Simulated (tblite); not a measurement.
Species: C₈H₁₁P.
Structure used (GFN2-xTB), in Å, numbered top down from 1:
```xyz
20
C8H11P angstrom
C     -2.3844   -1.1520    0.7356
C     -1.8846   -0.4713   -0.5409
C     -0.6091    0.2782   -0.2742
C     -0.6706    1.6067    0.1307
C      0.4361    2.3657    0.4370
P      2.0815    1.8273    0.3763
C      1.8473    0.1787   -0.1470
C      3.0758   -0.6658   -0.3383
C      0.6079   -0.3803   -0.3954
H     -2.5753   -0.4118    1.5100
H     -1.6391   -1.8514    1.1085
H     -3.3058   -1.6965    0.5410
H     -2.6502    0.2185   -0.9022
H     -1.7174   -1.2282   -1.3103
H     -1.6473    2.0695    0.2062
H      0.2844    3.3944    0.7424
H      3.9735   -0.1006   -0.0963
H      3.0382   -1.5483    0.3002
H      3.1481   -1.0051   -1.3717
H      0.5858   -1.4169   -0.7147
```

All values are computed: GFN2-xTB (tblite) harmonic vibrations without scaling, gas phase. The method is semi-empirical: single wavenumbers can be off by several per cent or more. One conformer, not necessarily the lowest.

Harmonic wavenumbers (cm⁻¹): 40.4, 58.3, 105.0, 161.0, 200.7, 252.7, 271.6, 349.4, 375.7, 389.9, 473.6, 501.4, 606.2, 648.4, 754.7, 785.7, 819.8, 835.3, 879.2, 911.9, 936.4, 999.5, 1020.2, 1038.2, 1077.2, 1079.7, 1147.3, 1195.0, 1229.8, 1235.7, 1289.6, 1318.9, 1382.6, 1387.2, 1401.0, 1409.6, 1478.8, 1479.2, 1490.3, 1498.8, 1499.7, 1505.7, 1575.5, 2971.0, 2981.1, 2993.8, 3006.3, 3024.6, 3028.9, 3029.8, 3030.4, 3031.4, 3036.3, 3043.0.

A = 2381, B = 986.5, C = 745.9 MHz; mass 138.060 u (most abundant isotopes); point group C1, symmetry number 1.

Task: What is the zero-point energy?

Result: ½Σν̃ = 36137 cm⁻¹ = 432.30 kJ/mol.

Task: Give the ideal-gas entropy at 500 K and 1 bar in the rigid-rotor, harmonic-oscillator model (classical rotation).

Result: Translation 181.06, rotation 130.28, vibration 204.71: S = 516.0 J/(mol K).

Task: And Cp and H(500 K) − H(0)?

Result: Cp = 241.89 J/(mol K), of which vibrations give 208.63 (their classical limit is 54 R = 449.0); H(500 K) − H(0) = 69.29 kJ/mol without the zero-point energy, 52.66 from vibrations.

Task: Blend soft modes into free rotors: weight 1/[1 + (100 cm⁻¹/ν̃)⁴] for the oscillator and the rest for a rotor with moment μB/(μ + B), μ = h/(8π²ν), B = 10⁻⁴⁴ kg m². What vibrational entropy results?

Result: 188.00 J/(mol K) in place of 204.71, which changes −T·S at 500 K by +8.36 kJ/mol.

Task: Which modes carry the vibrational entropy at 500 K?

Result: 40.4 cm⁻¹: 26.21; 58.3 cm⁻¹: 23.17; 105.0 cm⁻¹: 18.30; 161.0 cm⁻¹: 14.79; 200.7 cm⁻¹: 12.99; 252.7 cm⁻¹: 11.14 J/(mol K); the other 48 give 98.11 together.

Hindered rotation and anharmonicity are outside this model. Other conformers, if any are populated, would add a mixing term that is left out. The structure is chiral; the term R ln 2 for an equal mix with its mirror image is left out.
